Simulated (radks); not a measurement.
Values are calculated unless marked as measured or tabulated.
Br II, configuration [Ar] 3d9 4s1 4p6 (not the ground configuration).

Code: a radial shooting solver on a logarithmic mesh with Libxc functionals. Model: scalar-relativistic Kohn-Sham, PBEsol, spin-polarised, spherical densities, point nucleus; open shells are filled with parallel spins first.

Energy parts (Ry):
total: -5202.65152
kinetic: 5315.03560
electron-nucleus: -12492.24902
Hartree: 2153.16330
exchange-correlation: -178.60140

Orbitals (lengths in bohr, moments of r in powers of bohr; r(90%) holds 90 % of the orbital's charge):
| orbital | occ. | eigenvalue (Ry) | r(90%) |
|---|---|---|---|
| 1s up | 1 | -980.2230 | 0.0765 |
| 1s down | 1 | -980.2122 | 0.0765 |
| 2s up | 1 | -129.5425 | 0.293 |
| 2s down | 1 | -129.4555 | 0.293 |
| 2p up | 3 | -114.5329 | 0.270 |
| 2p down | 3 | -114.4651 | 0.270 |
| 3s up | 1 | -19.43461 | 0.813 |
| 3s down | 1 | -19.30440 | 0.813 |
| 3p up | 3 | -14.68595 | 0.849 |
| 3p down | 3 | -14.55535 | 0.849 |
| 3d up | 5 | -6.84474 | 0.933 |
| 3d down | 4 | -6.70585 | 0.934 |
| 4s up | 1 | -2.53474 | 2.29 |
| 4s down | 0 | -2.43976 | 2.32 |
| 4p up | 3 | -1.50022 | 2.74 |
| 4p down | 3 | -1.42486 | 2.80 |

The highest occupied level is 4p down at -19.386 eV. The configuration is held as typed, so some empty levels lie below it. Summed over all electrons, <r^2> = 33.00 bohr^2, which gives a Langevin (diamagnetic) susceptibility term of -26.1 x 10^-6 cm^3/mol. The density falls to 0.001 e/bohr^3 at r = 3.79 bohr.
